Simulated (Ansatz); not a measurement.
Geometry optimisation of ClH$_{6}$NO$_{3}$Si$_{2}$ (`O[SiH](O)N[SiH](O)Cl`).

```yaml
crystal:
  periodic: [false, false, false]
  atoms:
    - {symbol: O, position_ang: [1.961340, -1.165200, -1.186090]}
    - {symbol: Si, position_ang: [1.103970, -0.581280, 0.065190]}
    - {symbol: O, position_ang: [1.504070, 0.993440, 0.183350]}
    - {symbol: N, position_ang: [-0.596060, -0.646040, -0.226020]}
    - {symbol: Si, position_ang: [-1.762660, 0.458440, 0.420830]}
    - {symbol: O, position_ang: [-1.101300, 1.925860, 0.504590]}
    - {symbol: Cl, position_ang: [-3.319720, 0.505800, -0.837390]}
    - {symbol: H, position_ang: [1.794430, -2.036470, -1.528350]}
    - {symbol: H, position_ang: [1.468070, -1.239670, 1.313600]}
    - {symbol: H, position_ang: [2.271210, 1.284920, -0.303230]}
    - {symbol: H, position_ang: [-0.956120, -1.506780, -0.599680]}
    - {symbol: H, position_ang: [-2.225590, 0.047250, 1.740130]}
    - {symbol: H, position_ang: [-0.141640, 1.959730, 0.453070]}
basis:
  gaussian: {orbitals: def2-TZVP}
hamiltonian: {xc: pbe0, dispersion: d4}
relax: {f_tol: 0.005, max_steps: 150}
```

```sh
$ ansatz run in.yaml --threads 2 --pin off --events-out ev --progress --plain --max-ram 32768MiB --backend cuda --devices 0, --max-vram 18GiB
```

Output, abridged:

```
Functional definition: PBE0
mean field -35999.49964444 eV, -1322.9572105959 hartree, gradient 4.4e-5 eV, S^2 0.000000; 0 other end points of the search recorded, 0 dependent functions left out
relax step   1: F+E_penalty+E_count = -35999.83019390 eV  Δ(F+E_penalty+E_count) = +0.000e0 eV  max|allowed force component| = 9.054e-1 eV/Å  Δτ_max = 0.0000 Å  (28 SCF iters, accepted)
mean field -35999.56990241 eV, -1322.9597925286 hartree, gradient 1.4e-5 eV, S^2 0.000000; 0 other end points of the search recorded, 0 dependent functions left out
relax step   2: F+E_penalty+E_count = -35999.89805457 eV  Δ(F+E_penalty+E_count) = -6.786e-2 eV  max|allowed force component| = 3.547e-1 eV/Å  Δτ_max = 0.0701 Å  (31 SCF iters, accepted)
mean field -35999.58674036 eV, -1322.9604113121 hartree, gradient 1.3e-5 eV, S^2 0.000000; 0 other end points of the search recorded, 0 dependent functions left out
relax step   3: F+E_penalty+E_count = -35999.91468795 eV  Δ(F+E_penalty+E_count) = -1.663e-2 eV  max|allowed force component| = 1.619e-1 eV/Å  Δτ_max = 0.0524 Å  (30 SCF iters, accepted)
mean field -35999.60059633 eV, -1322.9609205094 hartree, gradient 1.4e-5 eV, S^2 0.000000; 0 other end points of the search recorded, 0 dependent functions left out
relax step   4: F+E_penalty+E_count = -35999.92872628 eV  Δ(F+E_penalty+E_count) = -1.404e-2 eV  max|allowed force component| = 2.176e-1 eV/Å  Δτ_max = 0.0604 Å  (30 SCF iters, accepted)
mean field -35999.63119453 eV, -1322.9620449727 hartree, gradient 1.7e-5 eV, S^2 0.000000; 0 other end points of the search recorded, 0 dependent functions left out
relax step   5: F+E_penalty+E_count = -35999.96088354 eV  Δ(F+E_penalty+E_count) = -3.216e-2 eV  max|allowed force component| = 1.695e-1 eV/Å  Δτ_max = 0.2000 Å  (29 SCF iters, accepted)
mean field -35999.63468133 eV, -1322.9621731100 hartree, gradient 2.1e-5 eV, S^2 0.000000; 0 other end points of the search recorded, 0 dependent functions left out
relax step   6: F+E_penalty+E_count = -35999.96518583 eV  Δ(F+E_penalty+E_count) = -4.302e-3 eV  max|allowed force component| = 1.277e0 eV/Å  Δτ_max = 0.1923 Å  (29 SCF iters, accepted)
mean field -35999.67795443 eV, -1322.9637633670 hartree, gradient 1.4e-5 eV, S^2 0.000000; 0 other end points of the search recorded, 0 dependent functions left out
relax step   7: F+E_penalty+E_count = -36000.01072826 eV  Δ(F+E_penalty+E_count) = -4.554e-2 eV  max|allowed force component| = 1.362e-1 eV/Å  Δτ_max = 0.1999 Å  (37 SCF iters, accepted)
mean field -35999.68019706 eV, -1322.9638457824 hartree, gradient 1.5e-5 eV, S^2 0.000000; 0 other end points of the search recorded, 0 dependent functions left out
relax step   8: F+E_penalty+E_count = -36000.01427342 eV  Δ(F+E_penalty+E_count) = -3.545e-3 eV  max|allowed force component| = 2.522e-1 eV/Å  Δτ_max = 0.1701 Å  (36 SCF iters, accepted)
mean field -35999.68131789 eV, -1322.9638869720 hartree, gradient 1.5e-5 eV, S^2 0.000000; 0 other end points of the search recorded, 0 dependent functions left out
relax step   9: F+E_penalty+E_count = -36000.01529171 eV  Δ(F+E_penalty+E_count) = -1.018e-3 eV  max|allowed force component| = 2.499e-1 eV/Å  Δτ_max = 0.0193 Å  (31 SCF iters, accepted)
mean field -35999.68939074 eV, -1322.9641836440 hartree, gradient 1.7e-5 eV, S^2 0.000000; 0 other end points of the search recorded, 0 dependent functions left out
relax step  10: F+E_penalty+E_count = -36000.02299105 eV  Δ(F+E_penalty+E_count) = -7.699e-3 eV  max|allowed force component| = 3.544e-2 eV/Å  Δτ_max = 0.1245 Å  (30 SCF iters, accepted)
mean field -35999.68506204 eV, -1322.9640245670 hartree, gradient 1.6e-5 eV, S^2 0.000000; 0 other end points of the search recorded, 0 dependent functions left out
relax step  11: F+E_penalty+E_count = -36000.01918170 eV  Δ(F+E_penalty+E_count) = +3.809e-3 eV  max|allowed force component| = 2.839e-1 eV/Å  Δτ_max = 0.0575 Å  (30 SCF iters, rejected (line search))
mean field -35999.69030821 eV, -1322.9642173603 hartree, gradient 1.5e-5 eV, S^2 0.000000; 0 other end points of the search recorded, 0 dependent functions left out
relax step  12: F+E_penalty+E_count = -36000.02404373 eV  Δ(F+E_penalty+E_count) = -1.053e-3 eV  max|allowed force component| = 1.733e-2 eV/Å  Δτ_max = 0.0287 Å  (31 SCF iters, accepted)
mean field -35999.69075073 eV, -1322.9642336226 hartree, gradient 1.6e-5 eV, S^2 0.000000; 0 other end points of the search recorded, 0 dependent functions left out
relax step  13: F+E_penalty+E_count = -36000.02474570 eV  Δ(F+E_penalty+E_count) = -7.020e-4 eV  max|allowed force component| = 1.430e-1 eV/Å  Δτ_max = 0.0978 Å  (30 SCF iters, accepted)
mean field -35999.69144762 eV, -1322.9642592328 hartree, gradient 1.6e-5 eV, S^2 0.000000; 0 other end points of the search recorded, 0 dependent functions left out
relax step  14: F+E_penalty+E_count = -36000.02576126 eV  Δ(F+E_penalty+E_count) = -1.016e-3 eV  max|allowed force component| = 5.972e-2 eV/Å  Δτ_max = 0.0195 Å  (32 SCF iters, accepted)
mean field -35999.69182725 eV, -1322.9642731837 hartree, gradient 1.6e-5 eV, S^2 0.000000; 0 other end points of the search recorded, 0 dependent functions left out
relax step  15: F+E_penalty+E_count = -36000.02645772 eV  Δ(F+E_penalty+E_count) = -6.965e-4 eV  max|allowed force component| = 1.520e-2 eV/Å  Δτ_max = 0.0320 Å  (30 SCF iters, accepted)
mean field -35999.69180193 eV, -1322.9642722534 hartree, gradient 1.6e-5 eV, S^2 0.000000; 0 other end points of the search recorded, 0 dependent functions left out
relax step  16: F+E_penalty+E_count = -36000.02693138 eV  Δ(F+E_penalty+E_count) = -4.737e-4 eV  max|allowed force component| = 4.053e-2 eV/Å  Δτ_max = 0.0572 Å  (30 SCF iters, accepted)
mean field -35999.69131653 eV, -1322.9642544153 hartree, gradient 1.6e-5 eV, S^2 0.000000; 0 other end points of the search recorded, 0 dependent functions left out
relax step  17: F+E_penalty+E_count = -36000.02701296 eV  Δ(F+E_penalty+E_count) = -8.158e-5 eV  max|allowed force component| = 4.969e-2 eV/Å  Δτ_max = 0.0527 Å  (30 SCF iters, accepted)
mean field -35999.69153310 eV, -1322.9642623742 hartree, gradient 1.6e-5 eV, S^2 0.000000; 0 other end points of the search recorded, 0 dependent functions left out
relax step  18: F+E_penalty+E_count = -36000.02723492 eV  Δ(F+E_penalty+E_count) = -2.220e-4 eV  max|allowed force component| = 3.681e-2 eV/Å  Δτ_max = 0.0192 Å  (31 SCF iters, accepted)
mean field -35999.69154720 eV, -1322.9642628924 hartree, gradient 1.6e-5 eV, S^2 0.000000; 0 other end points of the search recorded, 0 dependent functions left out
relax step  19: F+E_penalty+E_count = -36000.02735213 eV  Δ(F+E_penalty+E_count) = -1.172e-4 eV  max|allowed force component| = 1.847e-2 eV/Å  Δτ_max = 0.0045 Å  (32 SCF iters, accepted)
mean field -35999.69151339 eV, -1322.9642616499 hartree, gradient 1.6e-5 eV, S^2 0.000000; 0 other end points of the search recorded, 0 dependent functions left out
relax step  20: F+E_penalty+E_count = -36000.02741504 eV  Δ(F+E_penalty+E_count) = -6.292e-5 eV  max|allowed force component| = 1.340e-2 eV/Å  Δτ_max = 0.0097 Å  (32 SCF iters, accepted)
mean field -35999.69139416 eV, -1322.9642572680 hartree, gradient 1.6e-5 eV, S^2 0.000000; 0 other end points of the search recorded, 0 dependent functions left out
relax step  21: F+E_penalty+E_count = -36000.02746723 eV  Δ(F+E_penalty+E_count) = -5.218e-5 eV  max|allowed force component| = 1.115e-2 eV/Å  Δτ_max = 0.0196 Å  (31 SCF iters, accepted)
mean field -35999.69128339 eV, -1322.9642531973 hartree, gradient 1.6e-5 eV, S^2 0.000000; 0 other end points of the search recorded, 0 dependent functions left out
relax step  22: F+E_penalty+E_count = -36000.02749552 eV  Δ(F+E_penalty+E_count) = -2.829e-5 eV  max|allowed force component| = 9.492e-3 eV/Å  Δτ_max = 0.0176 Å  (32 SCF iters, accepted)
mean field -35999.69124909 eV, -1322.9642519371 hartree, gradient 1.6e-5 eV, S^2 0.000000; 0 other end points of the search recorded, 0 dependent functions left out
relax step  23: F+E_penalty+E_count = -36000.02750789 eV  Δ(F+E_penalty+E_count) = -1.238e-5 eV  max|allowed force component| = 6.771e-3 eV/Å  Δτ_max = 0.0072 Å  (32 SCF iters, accepted)
mean field -35999.69123446 eV, -1322.9642513993 hartree, gradient 1.6e-5 eV, S^2 0.000000; 0 other end points of the search recorded, 0 dependent functions left out
relax step  24: F+E_penalty+E_count = -36000.02751348 eV  Δ(F+E_penalty+E_count) = -5.584e-6 eV  max|allowed force component| = 3.687e-3 eV/Å  Δτ_max = 0.0026 Å  (33 SCF iters, accepted)
mean field -35999.69123446 eV, -1322.9642513993 hartree, gradient 8.4e-5 eV, S^2 0.000000; 1 other end points of the search recorded, 0 dependent functions left out
Total energy: -36000.02754883 eV, -1322.9766107244 hartree
Atom 0 at     1.480747    -1.229757    -1.493325 Å, force     0.001033    -0.000905     0.000083 eV/Å
Atom 1 at     1.082130    -0.643062    -0.015554 Å, force    -0.000823     0.000214     0.001097 eV/Å
Atom 2 at     1.419088     0.971991     0.037765 Å, force     0.003688     0.002072    -0.003280 eV/Å
Atom 3 at    -0.588672    -0.739610     0.309458 Å, force     0.000999    -0.000345     0.000015 eV/Å
Atom 4 at    -1.766590     0.509346     0.435250 Å, force     0.000947     0.000628    -0.000926 eV/Å
Atom 5 at    -1.076384     1.891345     0.927703 Å, force    -0.000260    -0.002346    -0.001473 eV/Å
Atom 6 at    -2.696920     0.784388    -1.385158 Å, force     0.000025    -0.000000     0.002590 eV/Å
Atom 7 at     2.185929    -1.876614    -1.534251 Å, force    -0.000720     0.000769    -0.000262 eV/Å
Atom 8 at     1.880650    -1.384645     0.989669 Å, force     0.000150     0.000243    -0.000722 eV/Å
Atom 9 at     2.033374     1.295791    -0.623162 Å, force    -0.003505    -0.002421     0.003445 eV/Å
Atom 10 at    -0.972136    -1.675985     0.300939 Å, force    -0.000603     0.000638     0.000147 eV/Å
Atom 11 at    -2.835734     0.118999     1.370674 Å, force     0.000123     0.000811    -0.001430 eV/Å
Atom 12 at    -0.145484     1.977813     0.679992 Å, force    -0.001054     0.000642     0.000716 eV/Å
Dipole moment:     0.793912    -0.542625    -0.037970 e Å
```

Hardware: 2 threads of an AMD EPYC 7R13 on a shared host and a share of an NVIDIA H100 80 GB. Wall time 51 s, peak host memory 0.94 GiB.
